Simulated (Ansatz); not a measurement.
`[CH3][Ti]([OH])([OH])[OH]` at its PBE0-D4/def2-TZVP geometry, where that method's forces vanish. Total charge 0; spin multiplicity 1.

| atom | x (Å) | y (Å) | z (Å) |
| --- | --- | --- | --- |
| C1 | 1.096 | -1.052 | 0.309 |
| Ti2 | -0.447 | 0.291 | -0.010 |
| O3 | -1.090 | 0.683 | 1.624 |
| O4 | -1.661 | -0.608 | -0.974 |
| O5 | 0.319 | 1.670 | -0.829 |
| H6 | 0.711 | -1.928 | 0.838 |
| H7 | 1.527 | -1.366 | -0.647 |
| H8 | 1.876 | -0.578 | 0.912 |
| H9 | -0.958 | 1.430 | 2.209 |
| H10 | -1.850 | -0.820 | -1.887 |
| H11 | 0.477 | 2.279 | -1.545 |

Task: For each bond, give half the difference of the two atoms' forces along it (eV/Å; positive pushes the atoms apart) under PBE-D4, r2SCAN-D4, B3LYP-D4, ωB97M-V in def2-TZVPP. (Estimate.)

Result: Computed: 
```csv
bond,length (Å),PBE-D4,r2SCAN-D4,B3LYP-D4,ωB97M-V
C1–Ti2,2.071,0.00,0.01,0.09,-0.04
C1–H6,1.093,0.09,-0.03,-0.07,-0.05
C1–H7,1.094,0.09,-0.03,-0.07,-0.05
C1–H8,1.094,0.10,-0.03,-0.07,-0.05
Ti2–O3,1.799,0.13,0.15,0.16,0.07
Ti2–O4,1.792,0.10,0.14,0.16,0.08
Ti2–O5,1.777,-0.01,0.11,0.16,0.11
O3–H9,0.957,0.33,-0.02,-0.06,-0.07
O4–H10,0.956,0.31,-0.03,-0.08,-0.08
O5–H11,0.953,0.28,-0.06,-0.10,-0.10
```

B3LYP here is the variant with VWN-RPA as its local correlation; programs differ in this.
